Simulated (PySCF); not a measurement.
**Computed structure and properties of [Tm(OH)4]−**

System: [Tm(OH)4]− (singlet in the valence; each metal's 4f electrons, 12 of them, lie in its core potential, out of spins and levels; a saddle point, relaxed within its symmetry); start: displaced along the imaginary mode (C1). Method: PySCF 2.14.0, RKS PBE0, Tm lcecp-1-SVP with ECP58, O def2-SVP, H def2-SVP; non-relativistic Hamiltonian with scalar-relativistic core potentials where named; density fitting; no spin-orbit coupling.

Input of the relaxation:

```python
mol = gto.M(atom='''
Tm     0.00840     0.00214    -0.00000
O      1.15986     1.27129     1.17954
H      1.93283     1.58821     1.69936
O     -1.18449    -1.26627     1.18032
H     -2.15848    -1.36976     1.31030
O      1.24918    -1.19208    -1.18943
H      1.39461    -2.05810    -1.57629
O     -1.28838     1.15227    -1.17042
H     -1.56335     2.03320    -1.43337''',
    basis={'Tm': 'lcecp-1-SVP', 'O': 'def2-SVP', 'H': 'def2-SVP'},
    ecp={'Tm': 'lcecp-1-SVP'},
    charge=-1, spin=0)
mf = dft.RKS(mol, xc='PBE0')
mf.grids.atom_grid = (50, 194)  # f atoms: unpruned, at least (60, 302)
mf = mf.density_fit()  # fitting sets: Tm AutoAux, O def2-universal-JKFIT, H def2-universal-JKFIT
mf.conv_tol = 1e-08; mf.max_cycle = 55
mf.kernel(dm0)  # dm0: converged density of the start geometry
# quasi-Newton relaxation in Cartesian coordinates to a largest gradient under 0.00045 Eh/bohr, steps kept in the point group
```

Run from Python with OMP_NUM_THREADS=2; the lines above give its settings. Where DIIS fails, smearing, a level shift and second-order steps follow.
It took 27 s on 2 threads of Arm Neoverse N1, on a shared host, from the converged density of the start.

Course of the relaxation:

| step | energy above end (eV) | largest force component within the symmetry (eV/Å) |
| --- | --- | --- |
| 0 | 0.0488 | 1.488 |
| 1 | 0.0016 | 0.286 |
| 2 | 0.0001 | 0.030 |
| 3 | 0.0000 | 0.018 |

Relaxed geometry (C1):

```xyz
9

Tm    0.0101    0.0028    0.0022
O     1.1651    1.2717    1.1837
H     1.9115    1.5782    1.6925
O    -1.1919   -1.2613    1.1802
H    -2.1356   -1.3632    1.3081
O     1.2492   -1.1937   -1.1871
H     1.3887   -2.0544   -1.5779
O    -1.2877    1.1519   -1.1685
H    -1.5594    2.0288   -1.4332
```

```
    contact      Å
Tm1–O2 (OH)  2.083
Tm1–O4 (OH)  2.105
Tm1–O6 (OH)  2.093
Tm1–O8 (OH)  2.092
```

On the finer grid (75, 302):

| Quantity | Value |
| --- | --- |
| HOMO | -2.35 eV |
| LUMO | 4.30 eV |
| Dipole about the centre of mass | 0.51 D |
| Set of Mulliken populations of Tm1 outside the core potential | s 2.23, p 6.51, d 1.43, f 0.07 |
| D3(BJ) dispersion energy (not in the energies) | -0.115 eV |

```
atom  Mulliken (e)  Löwdin (e)  spin (e)
 Tm1          0.77        0.23      0.00
  O2         -0.57       -0.35      0.00
  H3          0.13        0.05      0.00
  O4         -0.58       -0.36      0.00
  H5          0.14        0.05      0.00
  O6         -0.58       -0.36      0.00
  H7          0.13        0.05      0.00
  O8         -0.57       -0.35      0.00
  H9          0.13        0.05      0.00
```

The 4f levels lie in the core potential and are missing. Their spin isn't counted.

On the grid (50, 194), as all that follows. Harmonic modes: 1 unstable, so a saddle point once the symmetry is let go (counted below −25 cm⁻¹); lowest -63 cm⁻¹ (negative: unstable), highest 4030 cm⁻¹, zero-point energy 1.231 eV.

Taking off one OH (charge -1, singlet; the rest: singlet) in vacuum, both parts rigid, costs 5.92 eV; the small basis without counterpoise inflates it.

Rigid scan of OH along the line from its metal:

distance to O2 (Å), energy (eV) and a bar:
```
     1.78      1.134 ##########
     1.88      0.427 ####
     1.98      0.091 #
     2.08      0.000 
     2.18      0.069 #
     2.28      0.238 ##
     2.48      0.729 ######
     2.78      1.558 ##############
     3.18      2.534 ######################
     3.68      3.447 ##############################
```

One start shape was tried, so this needn't be the lowest isomer.

An lcecp potential fixes the number of 4f electrons, so in runs with it no electron can move into or out of that shell.
